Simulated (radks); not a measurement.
Valence configurations of the tantalum ion Ta3+ (all share [Xe]). Calculated with a radial shooting solver on a logarithmic mesh with Libxc functionals: scalar-relativistic Kohn-Sham, r2SCAN, spin-polarised, spherical densities, finite nucleus; open shells are filled with parallel spins first (spin-orbit coupling, left out, can overturn this in heavy ions); meta-GGA in the generalised Kohn-Sham scheme; Fermi nuclear charge, rms radius 5.3507 fm. Energies are relative to 4f14 5d2; eigenvalues in eV for spin up.

| valence | E (eV) | moment (Bohr magnetons) | e(4f) | e(5d) | e(6p) | e(6s) |
|---|---|---|---|---|---|---|
| 4f14 5d2 | 0.000 | 2 | -53.171 | -29.793 | - | - |
| 4f14 5d1 6s1 | 2.704 | 2 | -56.785 | -32.038 | - | -29.452 |
| 4f13.5 5d2.5 | 12.304 | 3 | -57.981 | -31.008 | - | - |
| 4f12 5d4 | 58.308 | 6 | -73.149 | -34.480 | - | - |
| 4f13 5d1 6s1 6p1 | 43.063 | 4 | -71.888 | -37.762 | -24.471 | -32.898 |
| 4f13 5d3 | 26.084 | 4 | -62.917 | -32.191 | - | - |
| 4f13.5 5d2 6s0.5 | 14.015 | 3 | -59.845 | -32.210 | - | -28.772 |
| 4f13 5d2 6p1 | 38.282 | 4 | -68.112 | -35.574 | -22.969 | - |
| 4f13.5 5d1.5 6s1 | 15.714 | 3 | -61.696 | -33.342 | - | -29.992 |
| 4f12.5 5d2.5 6p1 | 54.527 | 5 | -73.256 | -36.825 | -23.235 | - |

NIST lists [Xe] 4f14 5d2 as the ground configuration; this level of theory agrees among the configurations tried. The energies are those of spherical high-spin densities, not of single terms.
